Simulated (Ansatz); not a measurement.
Basis-set extrapolation for C$_{2}$H$_{6}$ClNSi, SMILES `N=CC([SiH3])Cl` (PBE0-D4/def2-TZVP geometry, frozen core, Ansatz 0.2.0). Multiplicity 1, RHF reference.

```tsv
	def2-TZVPP	def2-QZVPP
HF	-882.157718	-882.185559
MP2 correlation	-0.847934	-0.911910
CCSD(T) correlation	-0.941305	not run
```

Energies in hartree. Use E(X) = E(∞) + A·exp(−7.88·√X) for Hartree–Fock and E(X) = E(∞) + B·X^(−2.97) for correlation, with X = 3 and 4, and add CCSD(T) minus MP2 of the smaller set to the MP2 limit.

Question: What is the CCSD(T) energy at the basis-set limit?

Answer: HF limit: -882.185559 + (-0.027841) × 0.13774 = -882.18939. MP2 limit: -0.911910 + (-0.063976) × 0.74074 = -0.95930. Higher-order term: -0.941305 − (-0.847934) = -0.09337. Total: -883.24206 hartree, 375.5 kJ/mol below CCSD(T)/def2-TZVPP.
